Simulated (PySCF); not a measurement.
# Electron correlation in Ta(2+) (tantalum, charge +2)

[Xe] 4f14 5d2 6s1, high-spin 4F determinant (an excited configuration). Computed with PySCF 2.14 in x2c-TZVPPall, with scalar relativity by spin-free X2C-1e. Frozen: [Xe] 4f14; 3 electrons correlated.

```tsv
level	correlation energy (mhartree)
CCSD	-13.89
(T)	-0.08
CCSD(T)	-13.97
```

Diagnostics: T1 = 0.0019, D1 = 0.0034, largest double amplitude 0.027.

Spin-orbit coupling, absent here, splits the open shell strongly.

Cost of the coupled-cluster step: of the order of 11 core-seconds, for 3 correlated electrons.

Iterations:

```
CC2 = 0
CCSD nocc = (np.int64(3), np.int64(0)), nmo = (63, 63)
frozen orbitals [[0, 1, 2, 3, 4, 5, 6, 7, 8, 9, 10, 11, 12, 13, 14, 15, 16, 17, 18, 19, 20, 21, 22, 23, 24, 25, 26, 27, 28, 29, 30, 31, 32, 33], [0, 1, 2, 3, 4, 5, 6, 7, 8, 9, 10, 11, 12, 13, 14, 15, 16, 17, 18, 19, 20, 21, 22, 23, 24, 25, 26, 27, 28, 29, 30, 31, 32, 33]]
max_cycle = 100
direct = 0
conv_tol = 1e-08
conv_tol_normt = 1e-06
diis_space = 8
diis_start_cycle = 0
Init t2, MP2 energy = -0.0109031534597379
Init E_corr(UCCSD) = -0.0109031534641694
cycle = 1  E_corr(UCCSD) = -0.0131642582055295  dE = -0.00226110474  norm(t1,t2) = 0.0164586
cycle = 2  E_corr(UCCSD) = -0.013693783240792  dE = -0.000529525035  norm(t1,t2) = 0.00484375
cycle = 3  E_corr(UCCSD) = -0.0138989145032476  dE = -0.000205131262  norm(t1,t2) = 0.00166305
cycle = 4  E_corr(UCCSD) = -0.0138927626831783  dE = 6.15182007e-06  norm(t1,t2) = 0.00027806
cycle = 5  E_corr(UCCSD) = -0.0138937813309292  dE = -1.01864775e-06  norm(t1,t2) = 6.93053e-05
cycle = 6  E_corr(UCCSD) = -0.0138937078221911  dE = 7.35087381e-08  norm(t1,t2) = 6.88428e-06
cycle = 7  E_corr(UCCSD) = -0.0138937259380114  dE = -1.81158203e-08  norm(t1,t2) = 1.10409e-06
cycle = 8  E_corr(UCCSD) = -0.0138937171099031  dE = 8.82810829e-09  norm(t1,t2) = 1.61323e-07
UCCSD converged
E(UCCSD) = -15599.25438693139  E_corr = -0.01389371710990311
UCCSD(T) correction = -8.41632829354859e-05
```
